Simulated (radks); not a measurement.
Q: Species: Hf VI. Configuration: [Xe] 4f13 (the NIST ground configuration). Method: Dirac Kohn-Sham, BLYP, spin-unpolarised, spherical densities, finite nucleus; open shells are shared between the two j in proportion to 2j + 1; Fermi nuclear charge, rms radius 5.347 fm; computed with a radial shooting solver on a logarithmic mesh with Libxc functionals. Some entries of the table are withheld. Estimate them.

orbital     occ.  eigenvalue (hartree)  <1/r> (bohr^-1)
1s1/2          2             -2397.926            83.78
2s1/2          2             -411.8826            20.31
2p1/2          2             -393.5799            20.28
2p3/2          4             -349.7710            17.23
3s1/2          2             -95.74648            7.450
3p1/2          2             -87.61273            7.367
3p3/2          4             -78.22573            6.580
3d3/2          4             -64.42269              (1)
3d5/2          6             -62.37536              (2)
4s1/2          2             -21.22282            3.128
4p1/2          2             -17.88599            3.019
4p3/2          4             -15.72755            2.745
4d3/2          4             -10.23289            2.529
4d5/2          6              -9.83604            2.463
5s1/2          2              -4.66710            1.220
5p1/2          2              -3.67485            1.103
5p3/2          4              -3.34758            1.014
4f5/2    5.57143              -3.03103              (3)
4f7/2    7.42857              -2.96328              (4)

A: 
(1) 3d3/2 <1/r> (bohr^-1): 6.472
(2) 3d5/2 <1/r> (bohr^-1): 6.284
(3) 4f5/2 <1/r> (bohr^-1): 1.988
(4) 4f7/2 <1/r> (bohr^-1): 1.960
